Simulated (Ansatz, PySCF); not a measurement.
This singlet lies 2.62 eV below the relaxed triplet at the level frozen-core CCSD(T)/cc-pVTZ // B3LYP-D3(BJ)/def2-TZVP (Ansatz, a quantum-chemistry and plane-wave program).

B3LYP has the VWN-RPA correlation part, as in Gaussian. 

Z-matrix (Å, degrees):
```
N
H 1 1.0094
H 1 1.0101 2 113.31
Ge 1 1.8236 2 122.43 3 179.91
Cl 4 2.2352 1 95.82 2 -179.92
```
Charge 0, spin multiplicity 1.

**Question.** Give the HOMO, dipole moment, HOMO–LUMO gap, total energy and LUMO at the level PySCF 2.14.0 with B3LYP-D3(BJ)/def2-TZVP.

**Answer.** 
```yaml
HOMO: -7.40 eV
dipole_moment: 2.99 D
HOMO–LUMO gap: 5.32 eV
total_energy: -70568.25 eV
LUMO: -2.07 eV
```
